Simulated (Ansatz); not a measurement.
Reaction (isomerisation): `NC[SiH2][GeH3]` → `C[SiH2][NH][GeH3]`

Calculated with Ansatz (gas phase, PBE0-D4/def2-TZVP geometries, no zero-point term in ΔE). CCSD(T)/CBS is the MP2 limit (def2-TZVPP, def2-QZVPP) plus CCSD(T) − MP2 in def2-TZVPP, frozen cores. Functionals use def2-TZVPP. For Ge outer-core shells are correlated without core-valence functions, which leaves a few kJ/mol of doubt a bond. Scalar relativity is left out up to krypton. Each species was taken in one conformer, which may not be the lowest.

`NC[SiH2][GeH3]`:

Z-matrix (Å, degrees):
```
C
Si 1 1.889
N 1 1.457 2 110.7
H 1 1.095 2 106.5 3 118.0
H 1 1.102 2 109.1 3 -127.7
Ge 2 2.382 1 110.6 3 58.3
H 2 1.490 1 109.4 3 177.7
H 2 1.487 1 110.5 3 -62.7
H 3 1.012 1 111.3 2 177.5
H 3 1.012 1 111.3 2 -63.2
H 6 1.538 2 111.7 1 -173.9
H 6 1.541 2 111.3 1 -53.6
H 6 1.540 2 110.8 1 65.7
```

`C[SiH2][NH][GeH3]`:

Cartesian coordinates in Å:
```
C -1.823 0.234 -1.368
Si -0.063 -0.225 -0.951
N 0.462 0.527 0.507
Ge 1.480 -0.221 1.842
H -2.138 -0.252 -2.295
H -2.506 -0.067 -0.570
H -1.922 1.314 -1.510
H 0.792 0.130 -2.124
H 0.069 -1.691 -0.724
H 0.405 1.534 0.552
H 1.134 -1.715 1.891
H 1.120 0.477 3.165
H 2.991 -0.046 1.584
```

Task: Is it downhill or uphill in electronic energy at CCSD(T)/CBS, and by how much? (Best estimate.)

Result: Ansatz gave: Downhill: ΔE = -32.6 kcal/mol.

Task: What do these levels give: PBE0-D4, B2PLYP, r2SCAN, PBE0, HF/def2-QZVPP, MP2/def2-QZVPP? (An estimate is asked.)

Result: Ansatz gave: PBE0-D4 -28.6, B2PLYP -33.3, r2SCAN -31.3, PBE0 -28.6, HF/def2-QZVPP -37.5, MP2/def2-QZVPP -35.4 kcal/mol.

Largest T1 diagnostic among the species: 0.011.

From PBE to PBE0 (25 % exact exchange), in def2-TZVPP and without D4, ΔE moves by −2.0 kcal/mol. In def2-TZVPP, CCSD(T) changes the Hartree–Fock value by +4.1 kcal/mol (the triples alone add +0.4 kcal/mol) and MP2 by +1.7 kcal/mol.
